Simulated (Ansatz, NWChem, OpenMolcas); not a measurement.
**Strength of the Ga–N bond: GaH(CH3)(NH2) → GaH(CH3) + NH2**

Species: GaH(CH3)(NH2), singlet; GaH(CH3), doublet; NH2 `[NH2]`, doublet. 

Shapes, held fixed at every level: PBE0-D4/def2-TZVP. Programs: Ansatz 0.2.0, NWChem 7.3.0, OpenMolcas 26.06. A level may come from different programs for different species; with the same settings they agree closely. Electronic energies: no zero-point or thermal term.

```json
{"level": "HF/STO-3G", "kind": "Hartree–Fock", "ΔE (kJ/mol)": "+59.4"}
{"level": "HF/3-21G", "kind": "Hartree–Fock", "ΔE (kJ/mol)": "+381.6"}
{"level": "HF/def2-SVP", "kind": "Hartree–Fock", "ΔE (kJ/mol)": "+291.4"}
{"level": "B3LYP/6-31G* (Cartesian functions)", "kind": "global hybrid", "ΔE (kJ/mol)": "+379.2"}
{"level": "PBE0/def2-SVP", "kind": "global hybrid", "ΔE (kJ/mol)": "+407.4"}
```

PBE0/def2-SVP gives ΔE = +407.4 kJ/mol; the levels span +59.4 to +407.4. The median of the levels is +379.2. Hartree–Fock misses the correlation of the pair that is broken and comes out low. No measured value is set beside it here. Spin contamination: GaH(CH3) (⟨S²⟩ up to 1.33). Open shells run unrestricted. Relativity is left out for Ga. PBE0/def2-SVP lies outside the range of all other levels here, so it shouldn't be taken on trust. Rows in sets without polarisation functions are far from converged.
